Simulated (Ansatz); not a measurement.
```json
{"atom": "Si", "x (Å)": "0.0000", "y (Å)": "0.0000", "z (Å)": "0.0000"}
{"atom": "H", "x (Å)": "0.0000", "y (Å)": "0.0000", "z (Å)": "3.1240"}
{"atom": "H", "x (Å)": "0.0000", "y (Å)": "2.3931", "z (Å)": "-2.0081"}
{"atom": "H", "x (Å)": "2.0724", "y (Å)": "-1.1966", "z (Å)": "-2.0081"}
```

Basis set: pcseg-2 (spherical functions). Charge 0, multiplicity 2.

Computed with Ansatz (development build ahead of 0.2.0); each method stands on the lowest determinant of its kind that the runs found. Restricted functionals stand beside restricted open-shell atoms, which can lie above the unrestricted atoms usual in DFT and then raise those values.

The atomization energy at this shape (free ground-state atoms in the same class of orbitals less the molecule, no zero-point energy) of doublet SiH₃:

```csv
method,atomization energy
PBE (restricted open-shell),0.05 eV
PBE0 (restricted open-shell),-0.80 eV
ROHF,-3.79 eV
```

Problem. What does PBE (unrestricted) give?

Solution. 0.69 eV. Caution: the shape is not the minimum. Caution for PBE (unrestricted), PBE (restricted open-shell), PBE0 (restricted open-shell): charge can spread falsely over distant fragments. Caution for PBE (unrestricted): the unrestricted determinant is a mixture of spin states. Caution for PBE (restricted open-shell): an unrestricted determinant lies well below. Caution for PBE0 (restricted open-shell), ROHF: stretched shape with no unrestricted run beside it, a lower state can exist. Caution for ROHF: the molecule lies well above its atoms at this level.
